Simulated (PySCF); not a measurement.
# Working out the excitation energy of Sn

Sn [Kr] 4d10 5s2 5p2 (3P) → Sn [Kr] 4d10 5s2 5p1 6s1 (3P). Computed with PySCF 2.14 in aug-cc-pVDZ-PP with ECP28MDF (5s4p3d, 32 functions), with scalar relativity through the core potential. Frozen: 4s2 4p6 4d10. Energies in hartree (1 hartree = 27.21139 eV):

```tsv
part	Sn (lower)	Sn (upper)
UHF	-213.335453	-213.180142
CCSD correlation	-0.049609	-0.048641
(T)	-0.000773	-0.000929
```

What does Hartree-Fock give?

(-213.180142) − (-213.335453) = 0.155311 hartree = 4.226 eV.

What do CCSD and CCSD(T) give?

The CCSD correlation energies differ by 0.000968 hartree = 0.026 eV and the triples by -0.000156 hartree = -0.004 eV, so CCSD gives 4.252 eV and CCSD(T) 4.248 eV.

Measured between the centres of the two terms (NIST): 4.275 eV, so CCSD(T) (valence) is off by -0.027 eV.

A double-zeta basis recovers only part of the correlation energy.

What remains against the reference includes basis incompleteness, the frozen core and higher excitations.
